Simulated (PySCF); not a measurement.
**How methods differ on the ionisation energy of Cu⁺**

Cu⁺ [Ar] 3d10 (1S) → Cu²⁺ [Ar] 3d9 (2D), as a difference of total energies. Computed with PySCF 2.14 in 6-31G* (5s4p2d1f, 34 functions), with no relativity, point nucleus. Correlated levels: valence: [Ar] frozen. The calculations carry no spin-orbit coupling.

| method | ionisation energy (eV) |
| --- | --- |
| UHF | 15.279 |
| TPSS | 17.438 |
| MN15 | 17.865 |
| MP2 (valence) | 17.429 |
| SCS-MP2 (valence) | 17.178 |

Question: How much does correlation contribute at MP2 (valence)?

Answer: 17.429 − (15.279) = 2.150 eV, measured against UHF.

These non-relativistic numbers lack the scalar-relativistic shift.

The reference lies between the lowest fine-structure levels, while these numbers refer to the centres of the terms.

Errors of the correlated levels include the incompleteness of this basis and the frozen core.

For comparison: 20.292 eV (measured; NIST Atomic Spectra Database, ionization energies).
